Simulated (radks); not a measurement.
Species: Sc3+. Configuration: [Ar].

Method: scalar-relativistic Kohn-Sham, LDA (Slater exchange, Perdew-Wang correlation), spin-polarised, spherical densities, point nucleus; computed with a radial shooting solver on a logarithmic mesh with Libxc functionals.

Energy parts (eV):
total: -20698.671
kinetic: 20845.548
electron-nucleus: -48638.943
Hartree: 8081.643
exchange-correlation: -986.920

Orbitals (lengths in bohr, moments of r in powers of bohr; <r^-3> diverges for s and p1/2; r(90%) holds 90 % of the orbital's charge):
| orbital | occ. | eigenvalue (eV) | <r^-3> | <r^2> | r(90%) | <r> |
|---|---|---|---|---|---|---|
| 1s | 2 | -4417.817 | - | 0.007206 | 0.131 | 0.07320 |
| 2s | 2 | -506.2824 | - | 0.1405 | 0.536 | 0.3446 |
| 2p | 6 | -421.2905 | 223.0 | 0.1174 | 0.508 | 0.3082 |
| 3s | 2 | -86.1996 | - | 1.286 | 1.58 | 1.057 |
| 3p | 6 | -64.6369 | 26.69 | 1.492 | 1.73 | 1.129 |
| 3d | 0 | -32.5357 | 2.069 | 2.240 | 2.22 | 1.351 |
| 4s | 0 | -24.7343 | - | 8.243 | 3.90 | 2.704 |
| 4p | 0 | -19.4970 | 4.520 | 10.64 | 4.46 | 3.064 |

The highest occupied level is 3p at -64.637 eV. For comparison, the ionisation energy in NIST's Atomic Spectra Database is 73.489 eV (measured). In exact Kohn-Sham theory the highest level is minus the ionisation energy, but local and semilocal functionals leave it too shallow, through self-interaction and a potential that decays too fast; potentials with the right tail come closer.
